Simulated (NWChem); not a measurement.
System: CH7AsSi; SMILES C[SiH2][AsH2]

The following NWChem deck was run.

```
start job
memory heap 200 mb stack 900 mb global 1100 mb
geometry units angstroms noautosym nocenter noautoz
  Si     0.613520    -1.123710    -0.000089
  C     -0.819442    -2.342899     0.006523
  As    -0.032725     1.163158     0.016728
  H      1.482368    -1.333131     1.201079
  H      1.461317    -1.321645    -1.218124
  H     -1.442828    -2.208207     0.903494
  H     -0.445021    -3.378925    -0.000732
  H     -1.457180    -2.200930    -0.879177
  H     -1.077720     0.937786    -1.074343
  H     -1.055507     0.927604     1.126519
end
basis spherical
  Si library def2-svp
  C library def2-svp
  As library def2-svp
  H library def2-svp
end
dft
  xc xpbe96 cpbe96
  iterations 150
end
property
  efieldgrad
end
task dft property
```

All runs use the structure optimised with PBE0/def2-SVP.

Vzz is the largest principal value of the second derivative of the potential at the nucleus (NWChem prints the opposite sign); η is the asymmetry. Non-relativistic.

Atoms are numbered as in the input.

Q: Predict the main results of this run. (PBE/def2-SVP.) Quantities: Vzz As3 (a.u.); η As3.

A: 
| Item | Value |
|---|---|
| Vzz As3 (a.u.) | -1.656 |
| η As3 | 0.62 |
